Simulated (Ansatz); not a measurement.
The first iterations of a band of ClGeH3O + FH (8 atoms, charge 0, multiplicity 1).

Level of theory: RKS PBE/def2-SVP in Ansatz 0.2.0.

| Property | Result |
| --- | --- |
| movable images | 5 |
| climbing image | yes |
| spring | 5.0 eV/Å² |
| optimiser | quadratic models (default) |
| start path | through a guess of the saddle point |
| force threshold | 0.05 eV/Å |
| iteration limit | 60 |
| end points | relaxed |

First end point:

```xyz
8
Properties=species:S:1:pos:R:3
Ge -0.069 -0.437 0.048
H 0.350 -0.722 1.498
Cl 1.651 -0.382 -1.272
O -0.826 1.218 0.102
H -1.070 1.546 -0.785
H -1.090 -1.408 -0.592
F 1.086 2.006 1.588
H 0.303 1.980 1.039
```

Last end point:

```xyz
8
Properties=species:S:1:pos:R:3
Ge 0.004 0.074 -0.665
H 0.419 0.536 3.741
Cl 1.415 -0.093 -2.294
O -1.364 1.109 -1.105
H -1.070 1.958 -1.487
H -0.539 -1.279 -0.188
F 0.901 0.851 0.631
H 0.568 0.643 2.993
```

| iteration | highest image above the first end (eV) | largest band force component (eV/Å) |
| --- | --- | --- |
| 1 | 9.388 | 62.789 |
| 2 | 1.985 | 11.401 |
| 3 | 1.415 | 6.988 |
| 4 | 1.110 | 3.111 |
| 5 | 0.899 | 0.963 |
| 6 | 0.906 | 0.859 |

**Question.** Does the band converge within its limit, and where does its top end?

**Answer.** The run converged. It ended after 20 iterations with the highest image 1.605 eV above the first end. Neighbouring images differ by up to 1.4 eV, so the band resolves the path poorly. A vibrational analysis at the climbing image gives one clearly imaginary mode, 1028i cm⁻¹: a first-order saddle point. The orbitals stay closed-shell, which can raise the energy where a bond breaks towards radicals; this wasn't checked here.

The run took 2.1 min on 2 threads of Arm Neoverse V2, on a shared host, peak memory 0.14 GiB.
